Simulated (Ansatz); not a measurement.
Start from `CC(C)(C)[O][Cu]` and change one atom or group to get `C[C](C)(C)[In]([F])[Cl]`.

Ansatz, PBE0-D4/def2-TZVP geometries, multiplicity 1. 

Elements past krypton have def2 core potentials. Scalar relativity is left out up to krypton.

```tsv
property	`CC(C)(C)[O][Cu]`
HOMO–LUMO gap (PBE0/def2-TZVPP) / eV	3.76
LUMO energy (PBE/def2-TZVPP) / eV	-3.44
HOMO energy (ωB97M-V/def2-TZVPP) / eV	-8.62
LUMO energy (ωB97M-V/def2-TZVPP) / eV	-0.94
HOMO energy (PBE0/def2-TZVPP) / eV	-6.26
HOMO energy (PBE/def2-TZVPP) / eV	-4.89
```

(1) What does the change do to each property? (Best estimate.)

Results:

(1) Computed: 
| property | `C[C](C)(C)[In]([F])[Cl]` | shift |
| --- | --- | --- |
| HOMO–LUMO gap (PBE0/def2-TZVPP) / eV | 6.09 | 2.33 |
| LUMO energy (PBE/def2-TZVPP) / eV | -2.53 | 0.91 |
| HOMO energy (ωB97M-V/def2-TZVPP) / eV | -9.83 | -1.21 |
| LUMO energy (ωB97M-V/def2-TZVPP) / eV | 0.13 | 1.07 |
| HOMO energy (PBE0/def2-TZVPP) / eV | -7.76 | -1.50 |
| HOMO energy (PBE/def2-TZVPP) / eV | -6.65 | -1.76 |

With PBE0 the HOMO falls by 1.50 eV and the LUMO rises by 0.83 eV, so the gap widens by about 2.33 eV. PBE moves the HOMO by -1.76 eV and ωB97M-V by -1.21 eV.
